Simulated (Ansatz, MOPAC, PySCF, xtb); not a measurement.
Dissociation curve of CaH, doublet.

- ROHF/def2-TZVP (PySCF)
- PM7, unrestricted, heats of formation (MOPAC)
- UMP2 = PySCF with MP2 on UHF/def2-TZVP, 5 core orbitals frozen
- GFN1-xTB (xtb)
- UKS-PBE = Ansatz (a quantum-chemistry and plane-wave program) with unrestricted PBE/def2-TZVP

Energies are in kJ/mol, each relative to the lowest point of its own curve near equilibrium.

```
R / Å   ROHF    PM7  UMP2  GFN1-xTB  UKS-PBE
-----  -----  -----  ----  --------  -------
1.58   109.4  108.3   [?]      49.2     74.8
1.71    49.6    [?]  40.6      20.4     29.7
1.79    26.6   12.9  20.3       [?]     13.7
1.87    11.7    1.9   7.7       4.8      4.4
1.93     4.9    0.0   2.4       2.1      1.0
1.99     1.1    2.5   0.0       0.6      0.0
2.07     0.0   11.0   0.5       0.0      1.8
2.12     1.2    [?]   2.5       0.4      4.5
2.20     5.6    [?]   7.9       2.2     10.5
2.30    14.3   41.2  17.6       6.1     20.3
2.44    30.7   53.5  34.6      14.4     36.9
2.72    71.4   69.4  74.4       [?]     73.4
```

Question: Some entries are withheld; supply them.

Answer: 
- 1.58, UMP2: 95.2
- 1.71, PM7: 36.2
- 1.79, GFN1-xTB: 10.7
- 2.12, PM7: 18.1
- 2.20, PM7: 29.5
- 2.72, GFN1-xTB: 36.4

The scan ran from 1.58 to 7.90 Å; beyond the distances shown one of the unrestricted levels run for this scan, shown here or not, changes its spin distribution in one step.
